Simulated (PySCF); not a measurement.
Cl2Pb, charge +1, doublet, geometry from GFN2-xTB (such geometries of metal compounds can be far from the true shape) (a state made from the parent by changing its charge; the spin is typed, not shown lowest) (core potentials on Pb); PBE0/def2-SVP run with PySCF.

PySCF was given this input:
```python
from pyscf import gto, scf, dft

mol = gto.M(
    atom='''
Pb    0.010156   -0.015659    0.634723
Cl    0.889491    1.051078   -1.520427
Cl   -0.938478   -0.975544   -1.541178
''',
    basis='def2-svp',
    ecp={'Pb': 'def2-svp'},
    charge=1,
    spin=1,
    verbose=4,
)

mf = dft.UKS(mol)
mf.xc = 'pbe0'
mf.init_guess = 'mod_huckel'
mf.kernel()
```

What the program printed (banner, timings and long lists left out):

```
PySCF version 2.14.0

[INPUT] verbose = 4
[INPUT] num. atoms = 3
[INPUT] num. electrons = 55
[INPUT] charge = 1
[INPUT] spin (= nelec alpha-beta = 2S) = 1
[INPUT] symmetry False subgroup None
[INPUT] Mole.unit = angstrom
[INPUT] Symbol           X                Y                Z      unit          X                Y                Z       unit  Magmom
[INPUT]  1 Pb     0.010156000000  -0.015659000000   0.634723000000 AA    0.019192058521  -0.029591221385   1.199452634962 Bohr   0.0
[INPUT]  2 Cl     0.889491000000   1.051078000000  -1.520427000000 AA    1.680894380266   1.986249555556  -2.873190622394 Bohr   0.0
[INPUT]  3 Cl    -0.938478000000  -0.975544000000  -1.541178000000 AA   -1.773466393930  -1.843510982463  -2.912404329205 Bohr   0.0

nuclear repulsion = 210.626085654736
number of shells = 26
number of NR pGTOs = 133
number of NR cGTOs = 62
basis = def2-svp
ecp = {'Pb': 'def2-svp'}

******** <class 'pyscf.dft.uks.UKS'> ********
method = UKS
initial guess = mod_huckel
damping factor = 0
level_shift factor = 0
DIIS = <class 'pyscf.scf.diis.CDIIS'>
diis_start_cycle = 1
diis_space = 8
diis_damp = 0
SCF conv_tol = 1e-09
SCF conv_tol_grad = None
SCF max_cycles = 50
direct_scf = True
direct_scf_tol = 1e-13
number electrons alpha = 28  beta = 27
XC library pyscf.dft.libxc version 7.1.2
    S. Lehtola, C. Steigemann, M. J. T. Oliveira, and M. A. L. Marques,  SoftwareX 7, 1–5 (2018)
XC functionals = pbe0
    C. Adamo and V. Barone,  J. Chem. Phys. 110, 6158 (1999)
    M. Ernzerhof and G. E. Scuseria,  J. Chem. Phys. 110, 5029 (1999)
radial grids:
    Treutler-Ahlrichs [JCP 102, 346 (1995); DOI:10.1063/1.469408] (M4) radial grids

becke partition: Becke, JCP 88, 2547 (1988); DOI:10.1063/1.454033
pruning grids: <function nwchem_prune>
grids dens level: 3
symmetrized grids: False
atomic radii adjust function: <function treutler_atomic_radii_adjust>
small_rho_cutoff = 0
Set gradient conv threshold to 3.16228e-05
Initial guess from on-the-fly Huckel, doi:10.1021/acs.jctc.8b01089,
employing the updated GWH rule from doi:10.1021/ja00480a005.
Spherically averaged atomic HF for {'Cl', 'Pb'}

******** <class 'pyscf.scf.atom_hf.AtomSphAverageRHF'> ********
method = AtomSphAverageRHF
initial guess = minao
damping factor = 0
level_shift factor = 0
DIIS = <class 'pyscf.scf.diis.CDIIS'>
diis_start_cycle = 1
diis_space = 8
diis_damp = 0
SCF conv_tol = 1e-09
SCF conv_tol_grad = None
SCF max_cycles = 50
direct_scf = True
direct_scf_tol = 1e-13
atom = Pb
Set gradient conv threshold to 3.16228e-05
Initial guess from minao.
init E= -167.491514003574
cycle= 1 E= -191.310391230318  delta_E= -23.8  |g|=    0  |ddm|= 12.6
cycle= 2 E= -191.613061783691  delta_E= -0.303  |g|=    0  |ddm|= 2.89
cycle= 3 E= -191.644608122051  delta_E= -0.0315  |g|=    0  |ddm|= 0.549
cycle= 4 E= -191.644746697551  delta_E= -0.000139  |g|=    0  |ddm|= 0.0734
cycle= 5 E= -191.644751559628  delta_E= -4.86e-06  |g|=    0  |ddm|= 0.0186
cycle= 6 E= -191.644751566454  delta_E= -6.83e-09  |g|=    0  |ddm|= 0.000751
cycle= 7 E= -191.644751566469  delta_E= -1.49e-11  |g|=    0  |ddm|= 1.57e-05
Extra cycle  E= -191.644751566469  delta_E=    0  |g|=    0  |ddm|= 2.37e-07
Atomic HF for atom  Pb  converged. SCF energy = -191.644751566469

******** <class 'pyscf.scf.atom_hf.AtomSphAverageRHF'> ********
method = AtomSphAverageRHF
initial guess = minao
damping factor = 0
level_shift factor = 0
DIIS = <class 'pyscf.scf.diis.CDIIS'>
diis_start_cycle = 1
diis_space = 8
diis_damp = 0
SCF conv_tol = 1e-09
SCF conv_tol_grad = None
SCF max_cycles = 50
direct_scf = True
direct_scf_tol = 1e-13
atom = Cl
Set gradient conv threshold to 3.16228e-05
Initial guess from minao.
init E= -459.076232193589
cycle= 1 E= -459.117036390558  delta_E= -0.0408  |g|=    0  |ddm|= 0.0448
cycle= 2 E= -459.117046106835  delta_E= -9.72e-06  |g|=    0  |ddm|= 0.0126
cycle= 3 E= -459.117046525591  delta_E= -4.19e-07  |g|=    0  |ddm|= 0.00136
cycle= 4 E= -459.117046534463  delta_E= -8.87e-09  |g|=    0  |ddm|= 0.000457
cycle= 5 E= -459.117046534584  delta_E= -1.21e-10  |g|=    0  |ddm|= 5.89e-05
Extra cycle  E= -459.117046534584  delta_E=    0  |g|=    0  |ddm|= 2.11e-07
Atomic HF for atom  Cl  converged. SCF energy = -459.117046534584

tot grids = 60992
init E= -1112.10151318471
cycle= 1 E= -1110.87940039305  delta_E= 1.22  |g|= 1.34  |ddm|= 2.84
cycle= 2 E= -1110.12286265544  delta_E= 0.757  |g|= 1.82  |ddm|= 3.93
cycle= 3 E= -1112.37963935533  delta_E= -2.26  |g|= 0.244  |ddm|= 2.62
cycle= 4 E= -1112.43440617887  delta_E= -0.0548  |g|= 0.0425  |ddm|= 0.426
cycle= 5 E= -1112.43554878563  delta_E= -0.00114  |g|= 0.0131  |ddm|= 0.0903
cycle= 6 E= -1112.43565354632  delta_E= -0.000105  |g|= 0.003  |ddm|= 0.0173
cycle= 7 E= -1112.43565950366  delta_E= -5.96e-06  |g|= 0.00108  |ddm|= 0.00512
cycle= 8 E= -1112.43566065448  delta_E= -1.15e-06  |g|= 0.000401  |ddm|= 0.00223
cycle= 9 E= -1112.4356607714  delta_E= -1.17e-07  |g|= 0.000333  |ddm|= 0.000989
cycle= 10 E= -1112.43566089807  delta_E= -1.27e-07  |g|= 6.35e-05  |ddm|= 0.000725
cycle= 11 E= -1112.43566091101  delta_E= -1.29e-08  |g|= 2.84e-05  |ddm|= 0.000303
cycle= 12 E= -1112.43566091286  delta_E= -1.85e-09  |g|= 3.79e-06  |ddm|= 0.000135
cycle= 13 E= -1112.43566091292  delta_E= -5.82e-11  |g|= 1.11e-06  |ddm|= 2.03e-05
Extra cycle  E= -1112.43566091293  delta_E= -3.64e-12  |g|= 6.93e-07  |ddm|= 3.89e-06
converged SCF energy = -1112.43566091293  <S^2> = 0.75479845  2S+1 = 2.0047927
```
